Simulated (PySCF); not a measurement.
C4H7Cl. Atoms are numbered in the order given.

```xyz
12

C      2.3132     0.5257    -0.0527
C      1.0338    -0.2681     0.0863
C      0.2908    -0.7936    -1.1235
C     -0.2797     0.3335    -0.3162
Cl    -1.7210     0.0540     0.6848
H      2.4780     1.1691     0.8264
H      2.2845     1.1712    -0.9450
H      3.1821    -0.1448    -0.1526
H      0.9799    -0.9150     0.9682
H      0.6711    -0.5548    -2.1218
H     -0.1959    -1.7680    -1.0383
H     -0.2925     1.3396    -0.7426
```

Coordinates come from a TPSSh-D3(BJ)/def2-SVP optimisation.

Method: PBE/pcSseg-1 (PySCF).

GIAO shieldings, no solvent; atoms listed in one row are averaged. δ = σ(ref) − σ: ¹³C against TMS (σ = 182.0 ppm); ³⁵Cl against HCl (σ = 936.5 ppm); ¹H against TMS (σ = 31.49 ppm), references at their B3LYP-D3(BJ)/def2-TZVP geometries, non-relativistic (without spin–orbit terms, shifts of atoms bonded to Cl or Br come out too high).

Computed chemical shifts:
| nucleus | atoms | count | δ (ppm) |
|---|---|---|---|
| ¹³C | C4 | 1 | 47.2 |
| ¹³C | C2 | 1 | 23.9 |
| ¹³C | C3 | 1 | 22.0 |
| ¹³C | C1 | 1 | 21.8 |
| ³⁵Cl | Cl5 | 1 | 166.0 |
| ¹H | H12 | 1 | 2.77 |
| ¹H | H6, H7, H8 | 3 | 1.40 |
| ¹H | H9 | 1 | 1.17 |
| ¹H | H11 | 1 | 1.07 |
| ¹H | H10 | 1 | 0.84 |
